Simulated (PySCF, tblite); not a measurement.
Isomers of C5H11NSSi, one GFN2-xTB conformer each. Single-point energies are computed at PBE0/pcSseg-1 (PySCF, gas phase, no added dispersion term), electronic only.

Question: Rank them by PBE0/pcSseg-1 energy, lowest first (kJ/mol).
A. `[CH3:1][NH:2][C@H:3]1[CH:4]=[CH:5][S:6][CH2:7][SiH2:8]1` with C1–N2–C3–C4 -73°, N2–C3–C4–C5 160°, C4–C5–S6–C7 5°, C5–S6–C7–Si8 -38°, S6–C7–Si8–C3 61°
B. `[CH3:1][C:2](=[S:3])[C@@H:4]1[CH2:5][NH:6][SiH2:7][CH2:8]1` with C1–C2–C4–C5 -149°, C2–C4–C5–N6 -165°, C4–C5–N6–Si7 33°, C5–N6–Si7–C8 -10°, N6–Si7–C8–C4 -15°
C. `[CH3:1][C:2]#[C:3][CH2:4][N:5]([CH3:6])[SiH2:7][SH:8]` with C3–C4–N5–C6 69°, C4–N5–Si7–S8 -171°, N5–Si7–S8–H 165°

Answer: B (0.0), C (102.8), A (103.5).

As drawn, the lowest has a C=S bond, which the highest lacks; the highest has a C=C bond outside aromatic rings, which the lowest lacks. Neighbours under 10 kJ/mol apart (CC#CCN(C)[SiH2]S and CN[C@H]1C=CSC[SiH2]1) can change places with a better method, another conformer or zero-point energy. GFN2-xTB itself gives, in the same order: 0.0, 31.4, 145.4. Both levels put the same isomer lowest; measured from each level's own lowest isomer, the values differ by up to 71.4 kJ/mol (CC#CCN(C)[SiH2]S: 31.4 against 102.8).

Q: Which frontier levels, dipoles and rotational constants go with these structures?

A: 
| SMILES | HOMO (eV, PBE0/pcSseg-1) | LUMO (eV) | dipole (D) | A, B, C (MHz) |
| --- | --- | --- | --- | --- |
| CC(=S)[C@@H]1CN[SiH2]C1 | -6.08 | -1.89 | 2.09 | 2830, 846.6, 770.3 |
| CC#CCN(C)[SiH2]S | -6.70 | 0.45 | 2.04 | 3012, 582.8, 569.1 |
| CN[C@H]1C=CSC[SiH2]1 | -5.82 | 0.21 | 1.96 | 2579, 1024, 821.6 |

Q: What happens when harmonic zero-point energies from GFN2-xTB frequencies are added?

A: 
```csv
SMILES,ZPE (kJ/mol),electronic (kJ/mol),with ZPE (kJ/mol)
CC(=S)[C@@H]1CN[SiH2]C1,391.2,0.0,0.0
CC#CCN(C)[SiH2]S,375.9,102.8,87.6
CN[C@H]1C=CSC[SiH2]1,387.7,103.5,100.0
```

The zero-point energies span 15.3 kJ/mol. The order is unchanged.
